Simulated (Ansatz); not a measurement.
Reaction (substitution at a C–O bond): `C#COC(C)O` + `[NH2][SnH3]` → `C#C[NH][SnH3]` + `CC(O)O`

Computed with Ansatz on PBE0-D4/def2-TZVP structures; ΔE is electronic, products minus reactants. CCSD(T)/CBS is the MP2 limit (def2-TZVPP, def2-QZVPP) plus CCSD(T) − MP2 in def2-TZVPP, frozen cores. DFT in def2-TZVPP. Elements past krypton have def2 core potentials. For Sn outer-core shells are correlated without core-valence functions, which leaves a few kJ/mol of doubt a bond. Each species was taken in one conformer, which may not be the lowest.

(1) Is it downhill or uphill in electronic energy at CCSD(T)/CBS, and by how much? (An estimate is asked.)

(2) What do these levels give: PBE-D4, revPBE-D4, r2SCAN-D4, PBE0-D4, CAM-B3LYP-D4, BHLYP, LC-ωPBE, CCSD/def2-SVP, CCSD(T)/def2-SVP, SCS-MP2/def2-TZVPP, CCSD/def2-TZVPP, CCSD/CBS(def2)? (Estimate.)

Largest T1 diagnostic among the species: 0.014.

Answers

(1) Computed: Downhill: ΔE = -12.2 kcal/mol.

(2) The calculation gave: PBE-D4 -11.6, revPBE-D4 -11.5, r2SCAN-D4 -11.6, PBE0-D4 -12.4, CAM-B3LYP-D4 -11.9, BHLYP -12.4, LC-ωPBE -12.3, CCSD/def2-SVP -12.4, CCSD(T)/def2-SVP -11.8, SCS-MP2/def2-TZVPP -11.9, CCSD/def2-TZVPP -11.9, CCSD/CBS(def2) -12.6 kcal/mol.

From PBE to PBE0 (25 % exact exchange), in def2-TZVPP and without D4, ΔE moves by −0.8 kcal/mol. Leaving LDA and LC-ωPBE aside and taking each functional with its dispersion term where it has one, the values, not all of them listed here, spread over 1.7 kcal/mol, from BHLYP-D4 to B97M-V.
